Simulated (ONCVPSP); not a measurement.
**Logarithmic derivatives: Al, ONCV**

Al (Z = 13), optimised norm-conserving Vanderbilt (ONCV), made with ONCVPSP 4.0.1 (BLYP, scalar-relativistic). Core [Ne], reference 3s2 (charge +1). Waves: 3s: rc 1.50 bohr, ncon 3, nbas 7, qcut 3.5 1/bohr, local; p scattering state at 0.26 Ha: rc 1.50 bohr, ncon 3, nbas 7, qcut 5.6 1/bohr, 2 projectors, debl 2.6 Ha; d scattering state at 0.19 Ha: rc 1.50 bohr, ncon 5, nbas 9, qcut 5.8 1/bohr, 2 projectors, debl 1.7 Ha. Local part: the s channel. Core correction: polynomial model core, fcfact 0.25.

The phase is arctan(r·R′/R) of the radial function R(r), unwrapped; energies in Ha, scanned from -2 to 5 Ha. A pole is an energy at which the radial function vanishes at the test radius. The pseudo phase is shifted by a multiple of π to meet the all-electron one at the reference energy, and phase errors are pseudo minus all-electron; the curves can meet again beyond the range given. Levels narrower than the energy grid can be missing from the lists of poles.

Q: For each channel, where are the poles, and over which energies does the pseudopotential scatter like the atom?

A:

| channel | radius (bohr) | reference energy (Ha) | poles, all-electron | poles, pseudo | unbroken range about the reference energy with phases within 0.05 rad | phase error 1 Ha above the reference energy (rad) |
| --- | --- | --- | --- | --- | --- | --- |
| s | 1.53 | -0.54 | 3.93 | 2.78 | below 1.2 | -0.034 |
| p | 1.53 | 0.26 | 4.10 | 4.05 | above -1.4 | -0.002 |
| d | 1.53 | 0.19 | 3.35 | 3.35 | the whole range | +0.000 |

Phases in the d channel:

```csv
E (Ha),all-electron,pseudo
-1.98,1.114,1.115
-1.80,1.087,1.088
-1.62,1.056,1.057
-1.44,1.020,1.020
-1.26,0.977,0.977
-1.08,0.925,0.925
-0.90,0.862,0.863
-0.72,0.785,0.785
-0.54,0.688,0.688
-0.36,0.565,0.565
-0.18,0.411,0.411
0.00,0.220,0.220
0.18,-0.004,-0.003
0.36,-0.243,-0.243
0.54,-0.475,-0.475
0.72,-0.678,-0.678
0.90,-0.845,-0.845
1.08,-0.978,-0.978
1.26,-1.084,-1.084
1.44,-1.169,-1.169
1.62,-1.238,-1.238
1.80,-1.295,-1.295
1.98,-1.344,-1.344
2.16,-1.385,-1.385
2.34,-1.421,-1.421
2.52,-1.453,-1.453
2.70,-1.482,-1.482
2.88,-1.509,-1.509
3.06,-1.534,-1.533
3.24,-1.557,-1.557
3.42,-1.580,-1.579
3.60,-1.602,-1.601
3.78,-1.624,-1.623
3.96,-1.646,-1.645
4.14,-1.669,-1.667
4.32,-1.694,-1.691
4.50,-1.720,-1.716
4.68,-1.749,-1.743
4.86,-1.782,-1.773
```
